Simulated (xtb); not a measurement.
Br$_{4}$Si, charge +1, doublet, at a GFN2-xTB geometry (a state made from the parent by changing its charge; the spin is typed, not shown lowest); xtb with GFN2-xTB.

Input for xtb:
```
$ xtb mol.xyz --gfn 2 --chrg 1 --uhf 1 --etemp 10000 --json

# file mol.xyz
5

Br    -1.18518439    -1.48795623    -1.16312035
Si     0.00000000     0.00000000    -0.00000000
Br    -1.11591421     1.92799319     0.09540675
Br     1.96640642     0.32802890    -0.99858277
Br     0.33469218    -0.76806587     2.06629637
```

Output, abridged:

```
   ID    Z sym.   atoms
    1   35 Br     1, 3-5
    2   14 Si     2

           -------------------------------------------------
          |                Calculation Setup                |
           -------------------------------------------------

           -------------------------------------------------
          |                 G F N 2 - x T B                 |
           -------------------------------------------------

          ...................................................
          :                      SETUP                      :
          :.................................................:
          :  # basis functions                  50          :
          :  # atomic orbitals                  45          :
          :  # shells                           15          :
          :  # electrons                        31          :
          :  max. iterations                   250          :
          :  Hamiltonian                  GFN2-xTB          :
          :  restarted?                      false          :
          :  GBSA solvation                  false          :
          :  PC potential                    false          :
          :  electronic temp.        10000.0000000     K    :
          :  accuracy                    1.0000000          :
          :  -> integral cutoff          0.2500000E+02      :
          :  -> integral neglect         0.1000000E-07      :
          :  -> SCF convergence          0.1000000E-05 Eh   :
          :  -> wf. convergence          0.1000000E-03 e    :
          :  Broyden damping             0.4000000          :
          :  net charge                          1          :
          :  unpaired electrons                  1          :
          ...................................................

 iter      E             dE          RMSdq      gap      omega  full diag
   1    -17.4419134 -0.174419E+02  0.854E+00    6.45       0.0  T
   2    -17.2810581  0.160855E+00  0.904E+00    4.72       1.0  T
   3    -17.7423696 -0.461312E+00  0.339E+00    6.07       1.0  T
   4    -17.7377695  0.460008E-02  0.288E+00    5.52       1.0  T
   5    -17.7709268 -0.331573E-01  0.165E+00    5.78       1.0  T
   6    -17.7769574 -0.603062E-02  0.114E+00    5.99       1.0  T
   7    -17.7836443 -0.668689E-02  0.399E-01    5.97       1.0  T
   8    -17.7842862 -0.641931E-03  0.156E-01    5.96       1.0  T
   9    -17.7844051 -0.118855E-03  0.667E-02    5.96       1.0  T
  10    -17.7844316 -0.264993E-04  0.734E-03    5.96       6.1  T
  11    -17.7844319 -0.297022E-06  0.253E-03    5.96      17.7  T
  12    -17.7844319 -0.390503E-07  0.431E-05    5.96    1038.3  T
  13    -17.7844319 -0.104734E-10  0.128E-05    5.96    3496.1  T

   *** convergence criteria satisfied after 13 iterations ***

         :::::::::::::::::::::::::::::::::::::::::::::::::::::
         ::                     SUMMARY                     ::
         :::::::::::::::::::::::::::::::::::::::::::::::::::::
         :: total energy             -17.757127271219 Eh    ::
         :: gradient norm              0.019860330249 Eh/a0 ::
         :: HOMO-LUMO gap              5.955950612210 eV    ::
         ::.................................................::
         :: SCC energy               -17.784428245497 Eh    ::
         :: -> isotropic ES            0.124569134954 Eh    ::
         :: -> anisotropic ES          0.016181406286 Eh    ::
         :: -> anisotropic XC         -0.005589030612 Eh    ::
         :: -> dispersion             -0.007856150708 Eh    ::
         :: repulsion energy           0.027300974278 Eh    ::
         :: add. restraining           0.000000000000 Eh    ::
         :: total charge               1.000000000003 e     ::
         :::::::::::::::::::::::::::::::::::::::::::::::::::::

           -------------------------------------------------
          |                Property Printout                |
           -------------------------------------------------

    * Orbital Energies and Occupations

         #    Occupation            Energy/Eh            Energy/eV
      -------------------------------------------------------------
         1        2.0000           -1.1101132             -30.2077
       ...           ...                  ...                  ...
         4        2.0000           -1.0534916             -28.6670
         5        1.9997           -0.8642186             -23.5166
         6        1.9650           -0.7091291             -19.2964
         7        1.9650           -0.7091291             -19.2964
         8        1.9650           -0.7091291             -19.2964
         9        1.8929           -0.6718321             -18.2815
        10        1.8929           -0.6718321             -18.2815
        11        1.8701           -0.6651052             -18.0984
        12        1.8701           -0.6651052             -18.0984
        13        1.8701           -0.6651052             -18.0984
        14        1.8428           -0.6583264             -17.9140
        15        1.8428           -0.6583264             -17.9140
        16        1.8428           -0.6583264             -17.9140 (HOMO)
        17        0.0498           -0.4394492             -11.9580 (LUMO)
        18        0.0432           -0.4348208             -11.8321
        19        0.0432           -0.4348208             -11.8321
        20        0.0432           -0.4348208             -11.8321
        21        0.0003           -0.2795450              -7.6068
        22        0.0003           -0.2795450              -7.6068
        23        0.0001           -0.2413281              -6.5669
        24        0.0001           -0.2413281              -6.5669
        25        0.0001           -0.2413281              -6.5669
        26        0.0000           -0.2035391              -5.5386
        27        0.0000           -0.2035391              -5.5386
       ...           ...                  ...                  ...
        45                          0.9377965              25.5187
      -------------------------------------------------------------
                  HL-Gap            0.2188772 Eh            5.9560 eV
             Fermi-level           -0.5685234 Eh          -15.4703 eV

     #   Z          covCN         q      C6AA      α(0)
     1  35 Br       0.880     0.106   181.964    21.749
     2  14 Si       3.310     0.575   116.185    21.806
     3  35 Br       0.880     0.106   181.964    21.749
     4  35 Br       0.880     0.106   181.964    21.749
     5  35 Br       0.880     0.106   181.964    21.749

 Mol. C6AA /au·bohr⁶  :       4163.640574
 Mol. C8AA /au·bohr⁸  :     268794.818019
 Mol. α(0) /au        :        108.802612

Wiberg/Mayer (AO) data.
largest (>0.10) Wiberg bond orders for each atom

 ---------------------------------------------------------------------------
     #   Z sym  total        # sym  WBO       # sym  WBO       # sym  WBO
 ---------------------------------------------------------------------------
     1  35 Br   1.162 --     2 Si   0.996
     2  14 Si   3.983 --     3 Br   0.996     4 Br   0.996     5 Br   0.996
                             1 Br   0.996
     3  35 Br   1.162 --     2 Si   0.996
     4  35 Br   1.162 --     2 Si   0.996
     5  35 Br   1.162 --     2 Si   0.996
 ---------------------------------------------------------------------------

Topologies differ in total number of bonds
Writing topology from bond orders to xtbtopo.mol

molecular dipole:
                 x           y           z       tot (Debye)
 q only:       -0.000      -0.000       0.000
   full:       -0.000      -0.000       0.000       0.000
molecular quadrupole (traceless):
                xx          xy          yy          xz          yz          zz
 q only:       -0.000       0.000      -0.000       0.000       0.000       0.000
  q+dip:       -0.000       0.000      -0.000       0.000       0.000       0.000
   full:       -0.000       0.000      -0.000       0.000       0.000       0.000

           -------------------------------------------------
          | TOTAL ENERGY              -17.757127271219 Eh   |
          | GRADIENT NORM               0.019860330249 Eh/α |
          | HOMO-LUMO GAP               5.955950612210 eV   |
           -------------------------------------------------

normal termination of xtb
```
